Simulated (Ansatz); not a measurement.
Program: Ansatz. Geometries: PBE0-D4/def2-TZVP. ΔE: electronic, gas phase. CCSD(T)/CBS is the MP2 limit (def2-TZVPP, def2-QZVPP) plus CCSD(T) − MP2 in def2-TZVPP, frozen cores. DFT in def2-TZVPP. Elements past krypton have def2 core potentials. For Ge, In outer-core shells are correlated without core-valence functions, which leaves a few kJ/mol of doubt a bond. Scalar relativity is left out up to krypton. Each species was taken in one conformer, which may not be the lowest.

Consider the cleavage of the Si–Ge bond: `[SiH3][GeH2][B](Cl)Cl` + `[OH][In]([SH])[O][SiH3]` → `[SiH3][O][In]([SH])[O][SiH3]` + `Cl[B](Cl)[GeH3]`.

| species | PBE-D4 energy (Eh) |
| --- | --- |
| `[SiH3][GeH2][B](Cl)Cl` | -3313.99067 |
| `[OH][In]([SH])[O][SiH3]` | -1030.99635 |
| `[SiH3][O][In]([SH])[O][SiH3]` | -1321.57814 |
| `Cl[B](Cl)[GeH3]` | -3023.42818 |

**Question.** Work out ΔE.

**Answer.** ΔE = (-1321.57814) + (-3023.42818) − (-3313.99067) − (-1030.99635) = -0.01930 Eh = -50.7 kJ/mol. CCSD(T)/CBS gives -76.0 kJ/mol.

Largest T1 diagnostic among the species: 0.016.

In def2-TZVPP, CCSD(T) changes the Hartree–Fock value by +30.2 kJ/mol (the triples alone add +4.1 kJ/mol) and MP2 by +28.4 kJ/mol. From PBE to PBE0 (25 % exact exchange), in def2-TZVPP and without D4, ΔE moves by −10.3 kJ/mol.
